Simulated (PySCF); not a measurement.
A GIAO shielding run with PySCF 2.14.0 with density-fitted response routines (density fitting, non-relativistic, gas phase) on SMILES O=C([O-])c1cncs1, [C4H2NO2S]-:

```
$ OMP_NUM_THREADS=1 python probes_run.py task.json out

{"job": {"kind": "nmr", "xc": "PBE0", "basis": "pcSseg-1"}, "charge": -1, "multiplicity": 1}
O     -2.547097     0.833236     0.378015
C     -2.000011    -0.210035     0.008339
O     -2.467552    -1.297801    -0.334816
C     -0.446683    -0.116757    -0.023524
C      0.361157     0.932858     0.296565
N      1.700389     0.733489     0.175043
C      1.940871    -0.461092    -0.236486
S      0.540204    -1.451385    -0.511907
H     -0.001185     1.887659     0.632236
H      2.928789    -0.845517    -0.405992
```

Hardware: 1 thread of an Arm Neoverse V2, shared host. The job also computes population analyses, field gradients, ring-centre shieldings.

Q: How large is the calculation?

A: 66 electrons, 153 basis functions and 811 auxiliary functions.

Q: How long does it take, and how much memory does it need?

A: 16 s of wall time, with 16 SCF cycles and 5 response iterations; peak memory 0.71 GiB. Times on a shared host scatter by some tens of per cent.
